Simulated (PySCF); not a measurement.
Compound: C₅H₁₂OS.
SMILES: `CC[C@@H](C)[S@](C)=O`

A PySCF run (density fitting, gas phase, GFN2-xTB geometry) gave HOMO -6.46 eV, LUMO 0.92 eV, dipole 3.69 D.

Task: Which of these levels was it?
A. BHandHLYP/6-311G**
B. PBE0/def2-SVPD
C. PBE0/pcSseg-1
D. PBE0/def2-SVP
E. PBE0/3-21G

Result: C. It is PBE0/pcSseg-1. All candidates on this geometry:

```json
{"level and settings": "PBE0/def2-SVPD", "kind": "global hybrid", "basis functions": "246", "SCF cycles": "14", "E (Eh)": "-670.3662", "HOMO (eV)": "-6.58", "LUMO (eV)": "0.52", "dipole (D)": "3.81"}
{"level and settings": "PBE0/3-21G", "kind": "global hybrid", "basis functions": "91", "SCF cycles": "15", "E (Eh)": "-667.1371", "HOMO (eV)": "-5.71", "LUMO (eV)": "1.63", "dipole (D)": "3.61"}
{"level and settings": "PBE0/pcSseg-1", "kind": "global hybrid", "basis functions": "186", "SCF cycles": "15", "E (Eh)": "-670.6115", "HOMO (eV)": "-6.46", "LUMO (eV)": "0.92", "dipole (D)": "3.69"}
{"level and settings": "PBE0/def2-SVP", "kind": "global hybrid", "basis functions": "162", "SCF cycles": "14", "E (Eh)": "-670.3352", "HOMO (eV)": "-6.29", "LUMO (eV)": "1.14", "dipole (D)": "3.60"}
{"level and settings": "BHandHLYP/6-311G**, fitting basis def2-qzvpp-jkfit, energy threshold 1e-06 Eh", "kind": "global hybrid", "basis functions": "206", "SCF cycles": "8", "E (Eh)": "-671.0260", "HOMO (eV)": "-7.66", "LUMO (eV)": "1.77", "dipole (D)": "4.03"}
```

The nearest other candidate, by the summed differences of HOMO and LUMO, is PBE0/def2-SVP: its HOMO differs by +0.17 eV and its LUMO by +0.22 eV. Cycle counts include a coarse-grid stage where the run had one. All basis functions are spherical, in the Pople sets too.

The values belong to the conformer `[CH3:1][CH2:2][C@@H:3]([CH3:4])[S@:5]([CH3:6])=[O:7]`: C1–C2–C3–C4 -55°, C2–C3–S5–C6 161°.
